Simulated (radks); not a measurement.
All-electron atom: neutral praseodymium in [Kr] 4d10 4f3 5s2 5p5.5 6s2 7s0.5 (fractional occupations, a model configuration). All-electron calculation, Dirac Kohn-Sham, exchange-only PBE, spin-unpolarised, spherical densities, point nucleus; open shells fill j = l - 1/2 first. Program: a radial shooting solver on a logarithmic mesh with Libxc functionals.

Normalised radial functions P(r) = r R(r) (large component), r in bohr:

r,5s1/2,6p1/2
0.001675,0.0540,0.0010
0.002817,0.0800,0.0020
0.0047,0.1117,0.0042
0.007842,0.1411,0.0087
0.01309,0.1453,0.0176
0.02184,0.0832,0.0331
0.03644,-0.0736,0.0516
0.0608,-0.2315,0.0517
0.1014,-0.1085,-0.0020
0.1693,0.2956,-0.0778
0.2825,0.1240,-0.0185
0.4751,-0.5143,0.1207
0.7928,0.1712,-0.0288
1.323,0.9667,-0.2077
2.207,0.4897,0.0523
3.683,0.0580,0.4199
6.146,0.0010,0.4043
10.26,0.0000,0.1461
17.11,0.0000,0.0154
28.55,0.0000,0.0003

5s1/2: eigenvalue -41.370 eV, 4 radial nodes at r = 0.0296, 0.117, 0.309, 0.737 bohr, <r> = 1.50 bohr, 90 % of the charge inside 2.16 bohr. 6p1/2 (empty): eigenvalue -2.030 eV, 4 radial nodes at r = 0.100, 0.300, 0.751, 2.07 bohr, <r> = 5.64 bohr, 90 % of the charge inside 8.48 bohr.
